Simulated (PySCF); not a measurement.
Relaxation of quartet NbF₂

Level of theory: UPBE0 in PySCF with Nb def2-TZVP with ECP28, F def2-TZVP; scalar-relativistic core potentials, no spin–orbit coupling; density-fitted integrals. A (50,194) grid was used.

A hand-made linear start, of D∞h symmetry, held to at least that symmetry:

```xyz
3
charge 0 multiplicity 4, angstrom
Nb    0.0000    0.0000    0.0000
F     0.0000    0.0000    2.1100
F     0.0000    0.0000   -2.1100
```

Q: What does it relax to?

A: It ends at D∞h with Nb–F 1.876 Å (×2); F–Nb–F 180.0° (after a last refinement on a finer grid). A frequency run shows 2 imaginary modes (one degenerate set), down to 54i cm⁻¹, so it is a higher-order saddle point. Other isomers or separated fragments may lie lower.

Q: How much energy is released, and in how many steps?

A: 105.5 kJ/mol in 5 steps.

With open d or f shells other occupations or spin states may lie lower.
